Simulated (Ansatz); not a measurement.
Gas-phase electronic energies from Ansatz, PBE0-D4/def2-TZVP geometries. CCSD(T)/CBS adds triple-zeta CCSD(T) − MP2 to the extrapolated MP2 energy (def2 sets, frozen cores). Functionals use def2-TZVPP. Elements past krypton have def2 core potentials. For Se, Sn outer-core shells are correlated without core-valence functions, which leaves a few kJ/mol of doubt a bond. Scalar relativity is left out up to krypton. One conformer a species, not always the lowest.

Reaction (substitution at a C–Sn bond): `C[O][SnH]([CH3])[SH]` + `[F][Al]([F])[SeH]` → `C[Se][Al]([F])[F]` + `C[O][SnH2][SH]`

```csv
species,r2SCAN-D4 energy (Eh)
`C[O][SnH]([CH3])[SH]`,-768.81682
`[F][Al]([F])[SeH]`,-2844.45771
`C[Se][Al]([F])[F]`,-2883.75718
`C[O][SnH2][SH]`,-729.49714
```

(1) Work out ΔE.

Largest T1 diagnostic among the species: 0.013.

## Answers

(1) ΔE = (-2883.75718) + (-729.49714) − (-768.81682) − (-2844.45771) = 0.02021 Eh = +53.1 kJ/mol. CCSD(T)/CBS gives +58.8 kJ/mol.

In def2-TZVPP, CCSD(T) changes the Hartree–Fock value by +8.8 kJ/mol (the triples alone add +0.6 kJ/mol) and MP2 by +12.5 kJ/mol.
